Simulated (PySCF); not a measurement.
CoCl₂⁺: double against triple zeta

Base calculation in PySCF with density fitting and no spin–orbit coupling, PBE0/def2-SVP (no relativity): quintet, D∞h, Co–Cl 2.060 Å (×2); wavenumbers 44 (×2), 380, 559 cm⁻¹; polar-tensor charge of Co 1.30 e.

What changes on going to PBE0/def2-TZVP (no relativity)?

The point group stays the same. Changes: mean bond to Co -0.023 Å, highest wavenumber +13 cm⁻¹, lowest wavenumber +9 cm⁻¹, polar-tensor charge of Co +0.03 e. The new structure has Co–Cl 2.037 Å (×2), with wavenumbers 53 (×2), 399, 572 cm⁻¹. The larger basis shortens the bonds, as added polarisation functions usually do.

Open d or f shells are single determinants, so the state found may not be the ground state. Only the bonding shown was studied: isomers, or loss of a ligand pair, can lie lower.
